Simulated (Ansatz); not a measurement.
Cost and result for the atomization energy of CH$_{8}$BNSi, SMILES `CB(N)[SiH3]` (12 atoms, 11 bonds).

Cartesian coordinates in Å:
```
C 0.7503 -0.0371 -1.4418
B 0.2594 0.1878 0.0351
N 0.9835 1.0021 0.9014
Si -1.4310 -0.6873 0.7366
H -0.0177 0.2741 -2.1580
H 1.6737 0.4982 -1.6857
H 0.9181 -1.1020 -1.6361
H 0.7174 1.1813 1.8547
H 1.8325 1.4720 0.6262
H -1.3579 -2.1753 0.6494
H -2.6311 -0.2726 -0.0478
H -1.6971 -0.3413 2.1660
```

Charge 0, multiplicity 1. All single points use the PBE0-D4/def2-TZVP geometry. It is one conformer, not always the lowest. Program: Ansatz. All runs use 2 threads of an Arm Neoverse V1 on a shared host. Times are those of one run each, without the atoms' runs, and a repeat can differ threefold. Electronic energies, without spin–orbit coupling; frozen cores. CCSD(T)/CBS adds CCSD(T) − MP2 in def2-TZVPP to the MP2 limit, and its time is that of the two runs behind it. T1 = 0.013.

CCSD(T)/CBS is a level of theory with its own doubt, some kJ/mol a heavy atom from the limit and from the frozen cores, so smaller differences don't rank the functionals.

| level | functions | wall time |
| --- | --- | --- |
| LDA (SPW92)/def2-TZVPP | 247 | 2.3 s |
| PBE-D4/def2-TZVPP (with forces) | 247 | 4.8 s |
| PBE0-D4/def2-TZVPP | 247 | 5 s |
| BHLYP-D4/def2-TZVPP | 247 | 5.5 s |
| CAM-B3LYP-D4/def2-TZVPP | 247 | 6 s |
| CCSD(T)/def2-SVP | 100 | 6.5 s |
| r2SCANh-D4/def2-TZVPP | 247 | 9 s |
| r2SCAN-D4/def2-TZVPP (with forces) | 247 | 9 s |
| B2PLYP/def2-TZVPP | 247 | 9.5 s |
| ωB97X-V/def2-TZVPP | 247 | 14 s |
| MP2/def2-QZVPP | 481 | 39 s |
| CCSD(T)/def2-TZVPP | 247 | 12 min |
| CCSD(T)/CBS(def2) | – | 13 min |

Question: What atomization energy does each give, and how far from CCSD(T)/CBS? (Estimate.)

Answer: Ansatz gave: 
| level | atomization (kJ/mol) | difference from CCSD(T)/CBS | per bond |
| --- | --- | --- | --- |
| LDA (SPW92)/def2-TZVPP | 4765.5 | 529.8 | 48.2 |
| PBE-D4/def2-TZVPP (with forces) | 4290.1 | 54.4 | 4.9 |
| PBE0-D4/def2-TZVPP | 4246.2 | 10.5 | 1.0 |
| BHLYP-D4/def2-TZVPP | 4182.8 | -52.9 | -4.8 |
| CAM-B3LYP-D4/def2-TZVPP | 4280.5 | 44.8 | 4.1 |
| CCSD(T)/def2-SVP | 4023.9 | -211.8 | -19.3 |
| r2SCANh-D4/def2-TZVPP | 4233.8 | -1.9 | -0.2 |
| r2SCAN-D4/def2-TZVPP (with forces) | 4250.1 | 14.4 | 1.3 |
| B2PLYP/def2-TZVPP | 4208.2 | -27.5 | -2.5 |
| ωB97X-V/def2-TZVPP | 4264.4 | 28.7 | 2.6 |
| MP2/def2-QZVPP | 4208.9 | -26.8 | -2.4 |
| CCSD(T)/def2-TZVPP | 4135.8 | -99.9 | -9.1 |
| CCSD(T)/CBS(def2) | 4235.7 | 0.0 | 0.0 |

In def2-TZVPP, CCSD(T) changes the Hartree–Fock value by +942.5 kJ/mol (the triples alone add +45.5 kJ/mol) and MP2 by +956.5 kJ/mol; breaking electron pairs costs correlation energy, which Hartree–Fock lacks. Leaving LDA and LC-ωPBE aside and taking each functional with its dispersion term where it has one, the values spread over 107.3 kJ/mol, from BHLYP-D4 to PBE-D4. LDA lies +496.1 kJ/mol from PBE without D4, its usual overbinding. From PBE to PBE0 (25 % exact exchange), in def2-TZVPP and without D4, the atomization energy moves by −40.7 kJ/mol: exact exchange takes away binding that semilocal exchange gives to molecules.
